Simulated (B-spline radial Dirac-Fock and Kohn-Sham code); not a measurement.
## K-line shifts caused by a second vacancy in Lu²⁴⁺

System: lutetium as Lu²⁴⁺, 1s2 2s2 2p6 3s2 3p6 3d10 4s2 4p6 4d10 4f1.

Input file task.json (cfg lists n, l and occupation; rrms is the nuclear radius in fm):

```json
{"items": [{
  "Z": 71,
  "q": 24,
  "cfg": [[1, 0, 2], [2, 0, 2], [2, 1, 6], [3, 0, 2], [3, 1, 6], [3, 2, 10], [4, 0, 2], [4, 1, 6], [4, 2, 10], [4, 3, 1]],
  "A": 175,
  "rrms": 5.37,
  "do": ["binding", "quiet", "double"]
}]}
```

Launch: `python xray_run.py task.json out`

Level of theory: Dirac-Fock ΔSCF + Breit + QED; a B-spline atomic structure program. Each two-hole energy is an average over J within one jj subconfiguration, not an observable level; in light atoms, where LS coupling holds, the j-resolved values are not observed lines, and for a K spectator the Kα1 hypersatellite is nearly forbidden. The model has no electron correlation.

Lines without a spectator: Kα2 (K-L2) 52954.2 eV, Kα1 (K-L3) 54057.9 eV, Kβ3 (K-M2) 61029.8 eV, Kβ1 (K-M3) 61269.9 eV. Shifts in eV with one spectator hole (a dash: not computed, or left out as unreliable):

```csv
spectator hole,Kα2,Kα1,Kβ3,Kβ1
K (1s),+922.7,+986.2,+1193.4,+1208.4
L2 (2p1/2),+115.4,+154.0,–,+299.1
L3 (2p3/2),+90.5,+97.9,+230.8,–
M2 (3p1/2),–,+23.59,+47.8,+56.8
M3 (3p3/2),+13.40,–,+41.9,+42.5
M4 (3d3/2),+4.24,+0.76,–,–
M5 (3d5/2),-0.94,+2.79,–,–
```
